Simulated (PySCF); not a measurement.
**A run with a changed setting**

The sound run of Y2O3 (singlet) uses PySCF 2.14.0, RKS r2SCAN, Y def2-SVP with ECP28, O def2-SVP; non-relativistic Hamiltonian with scalar-relativistic core potentials where named; density fitting; no spin-orbit coupling, grid (50, 194), threshold 1e-8 and 55 cycles at the relaxed geometry. This run, with dm0 from free metal ions and neutral atoms, differs:

```python
mol = gto.M(atom='''
Y      0.00000     0.00000     1.36611
Y     -0.00000    -0.00000    -1.36611
O      1.54274    -0.00001    -0.00000
O     -0.77136     1.33606    -0.00000
O     -0.77138    -1.33605     0.00000''',
    basis={'Y': 'def2-SVP', 'O': 'def2-SVP'},
    ecp={'Y': 'def2-SVP'},
    charge=4, spin=0)
mf = dft.RKS(mol, xc='R2SCAN')
mf.grids.atom_grid = (50, 194)
mf = mf.density_fit()  # fitting sets: Y def2-universal-JKFIT, O def2-universal-JKFIT
mf.conv_tol = 1e-08; mf.max_cycle = 78
mf.kernel(dm0)
```

Task: What was changed, and how did it end?

Result: The charge was changed. The SCF did not converge. The cycle limit differs too. These settings are unsound on purpose: the numbers aren't the compound's.
```
init E= -288.74033687113
cycle= 1 E= -297.973774061991  delta_E= -9.23  |g|= 2.68  |ddm|= 3.45
cycle= 2 E= -287.61230593618  delta_E= 10.4  |g|= 6.07  |ddm|= 6.79
cycle= 3 E= -298.960039864953  delta_E= -11.3  |g|= 1.39  |ddm|= 5.99
cycle= 4 E= -293.67916144699  delta_E= 5.28  |g|=  3.9  |ddm|= 3.38
cycle= 5 E= -297.185390862611  delta_E= -3.51  |g|= 2.51  |ddm|= 2.42
...
cycle= 75 E= -297.886245627744  delta_E= 0.102  |g|= 2.36  |ddm|= 0.0896
cycle= 76 E= -297.84164047805  delta_E= 0.0446  |g|= 2.38  |ddm|= 0.184
cycle= 77 E= -296.645181763432  delta_E=  1.2  |g|= 2.74  |ddm|= 2.54
cycle= 78 E= -291.84845661539  delta_E=  4.8  |g|= 4.21  |ddm|= 3.83
SCF not converged.
```

Run from Python with OMP_NUM_THREADS=2; the lines above give its settings.
It took 22 s on 2 threads of Arm Neoverse V1, with other jobs on the host.

No frequency check is given that shows the relaxed geometry to be a minimum.
